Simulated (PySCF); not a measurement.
Structure problem from calculated spectra and properties.

Formula: C9H25N3Si.

- NMR, other nuclei: isotropic shieldings of nuclei other than C and H, by class: 192 (3 N), 391 (1 Si) ppm [GIAO B3LYP/pcSseg-1]
- 1H NMR: chemical shifts (computed TMS as zero) by class: 5.86 (1 H), 2.97 (3 H), 1.21 (18 H), 0.31 (3 H) ppm [GIAO B3LYP/pcSseg-1]
- UV, strongest line: among the 10 lowest singlet transitions: S2/S3 at 6.16 eV (201 nm, f = 0.030 summed over these states) [TDDFT CAM-B3LYP/def2-SVPD]
- Rotational structure: rotational constants A, B, C: 0.609, 0.602, 0.340 GHz [PBE0-D3(BJ)/def2-SVP]
- 13C NMR: chemical shifts (computed TMS as zero) by class: 48.6 (3 C), 28.8 (6 C) ppm [GIAO B3LYP/pcSseg-1]
- Triplet: lowest triplet excitation (Tamm–Dancoff): 5.84 eV [TDA CAM-B3LYP/def2-SVPD]
- Dipole: 0.19 D [CAM-B3LYP/def2-SVPD]
- Polarisability: 157.5 au [CAM-B3LYP/def2-SVPD]
- UV, first state: lowest singlet excitation: 6.02 eV (206 nm, f = 0.017) [TDDFT CAM-B3LYP/def2-SVPD]

The electronic properties come from PySCF, for the isolated species, density fitting. Levels stand in brackets. Geometry: PBE0-D3(BJ)/def2-SVP, one conformer, isolated molecule. NMR classes are plain means over equivalent atoms (diastereotopic ones count apart unless rotation or inversion swaps them), as if these changed places fast.

Question: Give a SMILES that accounts for the data.

Answer: 9 carbons fall into 2 classes; from least to most shielded: carbon bonded to 2 C, N and H (48.6 ppm, 3 C), carbon bonded to C and 3 H (28.8 ppm, 6 C, up to 2.3 ppm apart in this geometry). Hydrogen classes from least to most shielded: 1 H on a silicon bonded to 3 N and H (5.86 ppm), 3 H on 3 like atoms (carbon bonded to 2 C, N and H) (2.97 ppm), 18 H on 6 like atoms (carbon bonded to C and 3 H) (1.21 ppm), 3 H on 3 like atoms (nitrogen bonded to C, Si and H) (0.31 ppm). The other shieldings belong to: 192 ppm, nitrogen bonded to C, Si and H; 391 ppm, silicon bonded to 3 N and H. By its constants the optimised geometry is a nearly oblate symmetric top. Structure: SiH(NHiPr)3, `[H][Si](NC(C)C)(NC(C)C)NC(C)C`. The assignments are read from this structure; whether some other isomer fits the data as well wasn't checked.
